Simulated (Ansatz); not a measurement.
Input for Ansatz (a first-principles code): R-CCSD(T)/def2-TZVPP on I2, 2S+1 = 1, a spin state set in the input, which need not be the lowest, a point of a bond scan (R = 2.656 Å). Elements past Kr take the def2 small-core potentials; no spin–orbit coupling.

Ansatz 0.2 input:
```yaml
crystal:
  periodic: [false, false, false]
  atoms:
    - {symbol: I, position_ang: [0.00000000, 0.00000000, 0.00000000]}
    - {symbol: I, position_ang: [0.00000000, 0.00000000, 2.65576700]}
basis:
  gaussian:
    orbitals: def2-TZVPP
magnetization: {spin_polarized: false}
correlation: {method: ccsd_t, electrons: valence}
output: {orbitals: {seedname: ./end}}
```

Q: Give the final energy of this run.

A: -594.2900 hartree (reference determinant -593.3393, T1 diagnostic 0.007).

Q: How many basis functions does it have, and what does it roughly cost on one machine?

A: 100 functions; around 9 core-seconds (rough).
